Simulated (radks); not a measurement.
Results of a calculation; reference values are marked as such.
Question: Valence configurations of In (all share [Kr]). Code: a radial shooting solver on a logarithmic mesh with Libxc functionals. Model: Dirac Kohn-Sham, PBE, spin-unpolarised, spherical densities, finite nucleus; open shells are shared between the two j in proportion to 2j + 1; Fermi nuclear charge, rms radius 4.6156 fm. Order these by energy: 4d10 5p3; 4d9 5s2 5p2; 4d9.5 5s2 5p1.5; 4d10 5s1 5p2; 4d10 5s1.5 5p1.5; 4d9.5 5s1.5 5p2; 4d9 5s1 5p3; 4d8 5s1 5p4; 4d10 5s2 5p1; 4d8 5s2 5p3.

Answer: From the lowest, in eV above it: 4d10 5s2 5p1 0.000; 4d10 5s1.5 5p1.5 2.878; 4d10 5s1 5p2 5.828; 4d9.5 5s2 5p1.5 8.594; 4d9.5 5s1.5 5p2 11.698; 4d10 5p3 11.920; 4d9 5s2 5p2 18.287; 4d9 5s1 5p3 24.973; 4d8 5s2 5p3 40.971; 4d8 5s1 5p4 48.430. NIST lists [Kr] 4d10 5s2 5p1 as the ground configuration; this level of theory agrees among the configurations tried. The energies are those of spherical spin-averaged densities, not of single terms.
